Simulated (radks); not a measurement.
The caesium anion Cs-, [Xe] 6s2, held by a Watson sphere: a shell of charge +1 at radius R that stands for the Madelung well of a crystal (potential energy -1/R inside, -1/r outside, in hartree with lengths in bohr). Calculated with a radial shooting solver on a logarithmic mesh with Libxc functionals: scalar-relativistic Kohn-Sham, LDA (Slater exchange, VWN5 correlation), spin-polarised, spherical densities, finite nucleus; Fermi nuclear charge, rms radius of each element as measured or else 0.836 A^(1/3) + 0.57 fm. Response by self-consistent Sternheimer equations with the Hartree and adiabatic LDA kernel, the relativistic mass of each level held fixed and spin-orbit coupling left out. The sphere does not respond.

[
 {"R (bohr)": "3.77", "e(5s) (eV)": "-27.814", "e(5p) (eV)": "-14.608", "e(6s) (eV)": "-3.184", "<r> 6s (bohr)": "5.013", "sum of <r^2> (bohr^2)": "108.7", "X-ray form factor at sin(theta)/lambda = 0.1 1/angstrom": "50.730", "alpha (bohr^3)": "283.9"},
 {"R (bohr)": "4.52", "e(5s) (eV)": "-27.124", "e(5p) (eV)": "-13.901", "e(6s) (eV)": "-3.037", "<r> 6s (bohr)": "5.224", "sum of <r^2> (bohr^2)": "113.5", "X-ray form factor at sin(theta)/lambda = 0.1 1/angstrom": "50.676", "alpha (bohr^3)": "330.6"},
 {"R (bohr)": "5.85", "e(5s) (eV)": "-26.463", "e(5p) (eV)": "-13.214", "e(6s) (eV)": "-2.710", "<r> 6s (bohr)": "5.638", "sum of <r^2> (bohr^2)": "123.6", "X-ray form factor at sin(theta)/lambda = 0.1 1/angstrom": "50.614", "alpha (bohr^3)": "451.4"},
 {"R (bohr)": "6.22", "e(5s) (eV)": "-26.346", "e(5p) (eV)": "-13.092", "e(6s) (eV)": "-2.617", "<r> 6s (bohr)": "5.749", "sum of <r^2> (bohr^2)": "126.5", "X-ray form factor at sin(theta)/lambda = 0.1 1/angstrom": "50.604", "alpha (bohr^3)": "491.3"},
 {"R (bohr)": "6.6", "e(5s) (eV)": "-26.245", "e(5p) (eV)": "-12.986", "e(6s) (eV)": "-2.524", "<r> 6s (bohr)": "5.859", "sum of <r^2> (bohr^2)": "129.4", "X-ray form factor at sin(theta)/lambda = 0.1 1/angstrom": "50.596", "alpha (bohr^3)": "534.4"}
]
